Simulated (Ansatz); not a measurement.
Cost and result up the ladder for Li₅Br₄ (9 atoms). Total charge 0; doublet. Geometry: PBE-D4/def2-SVP.

```xyz
9

Li    0.580   -0.822   -2.139
Li   -1.379   -1.473   -0.094
Li    1.601   -0.214    1.099
Li    1.012    1.836   -0.969
Li   -0.856    1.293    1.384
Br    1.409    2.275    1.388
Br   -0.487   -2.875   -1.772
Br   -0.505   -1.014    2.167
Br   -1.375    0.995   -1.064
```

Ansatz on 4 threads of Arm Neoverse N1 on a shared host. Times are rough, and most runs start from the orbitals of an earlier one. PBE0-D4/def2-TZVP serves as the yardstick here, not as an exact answer. Differences are given only for rows in sets of like size (and for xTB, whose basis is part of the method), since another set adds its own error. Binding counts from free atoms at the same level (Li doublet, Br doublet; other spins of the atoms weren't run), without zero-point energy or a counterpoise term.

LC-ωPBE has ω = 0.4 bohr⁻¹. Correlated methods freeze 36 core orbitals; core or outer-core shells of Li, Br are correlated, in sets that lack core-valence functions. Another isomer (doublet) lies 0.07 eV lower at PBE0-D4/def2-TZVP; other spin states weren't run for this one.

Run but left out: B97M-V/def2-TZVP (an occupied level 0.75 eV above an empty one).

Correlated methods converge slowly with the basis.

| level | functions | wall time | binding energy per atom (eV) | difference from PBE0-D4/def2-TZVP (eV) |
| --- | --- | --- | --- | --- |
| HF/STO-3G | 97 | 2.7 s | 2.89 | – |
| PBE-D4/def2-SVP | 173 | 11 s | 2.66 | – |
| revPBE-D4/def2-TZVP | 262 | 17 s | 2.49 | -0.08 |
| PBE-D4/def2-TZVP (with forces) | 262 | 19 s | 2.58 | 0.00 |
| PBE0-D4/def2-SVP | 173 | 23 s | 2.65 | – |
| LC-ωPBE/def2-TZVP | 262 | 25 s | 2.53 | -0.04 |
| MP2/def2-TZVP | 262 | 35 s | 2.56 | -0.01 |
| RPA@PBE/def2-TZVP | 262 | 35 s | 2.25 | -0.33 |
| PBE0-D4/def2-TZVP | 262 | 40 s | 2.57 | 0.00 |
| r2SCAN-D4/def2-TZVP | 262 | 45 s | 2.63 | 0.05 |
